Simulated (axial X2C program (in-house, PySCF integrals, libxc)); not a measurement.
Worked dissociation energy of CoCl⁺: PBE50, scalar-relativistic

Computed with an axial X2C code built on PySCF integrals. Spin-free means the one-electron spin-free X2C Hamiltonian. Basis: Co dyall-cv3z [9s10p6d3f2g], Cl dyall-av3z [9s8p3d2f] (cores contracted in-house); Gaussian nuclei, density fitting, unrestricted open shells. Masses: Co 58.933 u, Cl 34.969 u.

Molecular state: M_S = 3/2, Λ = 2 (beyond evenly filled blocks: π+α, π-α, δ+α, δ+β, δ-α).

* E(Co+) (2M_S = 2, M_L = 2): -1392.763108 hartree
* E(Cl) (2M_S = 1, M_L = 0): -461.470278 hartree
* E(CoCl⁺) at Re: -1854.338383 hartree
* ωe: 495.4 cm⁻¹
* ωexe: 1.44 cm⁻¹

Question: Work out De and D0.

Answer: De = -1392.763108 + (-461.470278) − (-1854.338383) = 0.10500 hartree = 2.857 eV. The zero-point energy is ωe/2 − ωexe/4 = 247 cm⁻¹ = 0.031 eV, so D0 = 2.826 eV.

The state is one determinant whose occupation by symmetry is held fixed; it was picked as the lowest of a PBE0 search that is not exhaustive. De is counted from the lowest determinant-based energies of the atoms at the same level, without counterpoise correction. PBE0 can misorder states that lie within some tenths of an eV, so this need not be the ground state of the molecule. The nearest other spin-free determinant of the search, M_S = 3/2, Λ = 3, lies 0.08 eV up at the distance of the search. Without a current term, density functionals place determinants with orbital angular momentum somewhat too high.

Each atomic determinant is the lowest at this level and need not be a pure term. Totals compare only within one Hamiltonian and basis.
